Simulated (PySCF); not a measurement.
## Carbon: a sound run and one with changed settings

Sound run: C⁺ [He] 2s2 2p1, C²⁺ [He] 2s2. Calculation: PySCF 2.14, in x2c-TZVPall; scalar relativity by spin-free X2C-1e. The sound run starts from symmetry-adapted Hartree-Fock orbitals and uses a fine grid where one is needed.

A second run was set up differently.

| species | method | sound run (hartree) | changed run (hartree) | converged |
| --- | --- | --- | --- | --- |
| C⁺ | UHF | -37.31066 | -37.31066 | yes |
| C⁺ | BP86 | -37.43664 | -37.43680 | yes |
| C⁺ | MN15 | -37.41542 | -37.36872 | yes |
| C²⁺ | UHF | -36.42257 | -36.42257 | yes |
| C²⁺ | BP86 | -36.52126 | -36.53349 | yes |
| C²⁺ | MN15 | -36.51809 | -36.45692 | yes |

Ionisation energy of C⁺:

```json
{"method": "UHF", "sound run (eV)": "24.166", "changed run (eV)": "24.166"}
{"method": "BP86", "sound run (eV)": "24.909", "changed run (eV)": "24.580"}
{"method": "MN15", "sound run (eV)": "24.418", "changed run (eV)": "24.811"}
```

Problem. What was changed?
A. too few SCF iterations
B. a valence shell is frozen
C. radial grid too coarse
D. basis contracted for another Hamiltonian

Solution. C. It used radial step 0.8 in ln r (0.13 in the sound run). A coarse radial grid mis-integrates the density and the exchange-correlation energy, with errors of either sign; Hartree-Fock needs no grid.
